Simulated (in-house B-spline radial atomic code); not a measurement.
O IV (O3+): [He] 2s2 4s1 (an excited or competing configuration)

All numbers are computed (Dirac-Hartree-Fock, average of configuration; Fermi nucleus of rms radius 2.6991 fm) with an all-electron radial atomic-structure program (B-spline basis), not measured.

Z_r = [3n² - l(l+1)]/(2<r>); Z_e = n√(-2ε); the last column is Slater's effective charge. Values are occupation-weighted means over j.

| shell | electrons | ε (eV) | <r> (bohr) | Z_r | Z_e | Slater |
| --- | --- | --- | --- | --- | --- | --- |
| 1s | 2 | -662.32 | 0.197 | 7.61 | 6.98 | 7.70 |
| 2s | 2 | -104.61 | 0.9361 | 6.41 | 5.55 | 5.95 |
| 4s | 1 | -16.831 | 4.879 | 4.92 | 4.45 | 4.00 |

The least bound orbital is 4s1/2 at -16.83 eV, and it is also the most diffuse (<r> = 4.879 bohr).

For the 1s electron the small component carries 0.0785 % of the norm, the zero-frequency Breit interaction raises the level by 0.1742 eV, self-energy by 0.06504 eV, and vacuum polarisation lowers it by 0.00318 eV.
